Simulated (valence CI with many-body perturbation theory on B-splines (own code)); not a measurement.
## Which ion has this spectrum?

A relativistic CI+MBPT calculation for an atom or ion with 5 electrons gives these levels (Ry):

```tsv
J	Parity	E	g
1/2	odd	0.00	0.61
1/2	even	21.39	2.01
3/2	odd	129.05	1.29
3/2	even	144.17	1.61
5/2	even	147.22	1.30
1/2	even	152.91	1.27
3/2	even	153.04	0.97
3/2	odd	175.16	1.31
5/2	even	274.52	1.41
1/2	even	283.03	1.92
3/2	even	283.07	1.16
3/2	odd	300.35	1.43
5/2	odd	302.01	1.16
1/2	odd	306.53	0.61
```

The energies are calculated, and their last digits are not significant.

(1) Which is it?
A. Au74+
B. W69+
C. Re70+
D. Ir72+

## Answers

(1) D. Ir72+, ground level (2s^2 2p1/2) J=1/2.
